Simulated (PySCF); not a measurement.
A structure optimised at PBE-D3(BJ)/def2-SVP, used in a PySCF frequency run:

```
Si
Cl 1 2.0646
Cl 1 2.0646 2 108.29
I 1 2.4482 2 109.44 3 119.22
I 1 2.4482 2 109.44 3 -119.22
```

### Question
Write its SMILES, formula and point group.

### Answer
Cl[Si](Cl)(I)I, Cl₂I₂Si, C2v

### Question
What are its rotational constants (standard atomic weights)?

### Answer
0.85561, 0.41126, 0.35527 GHz
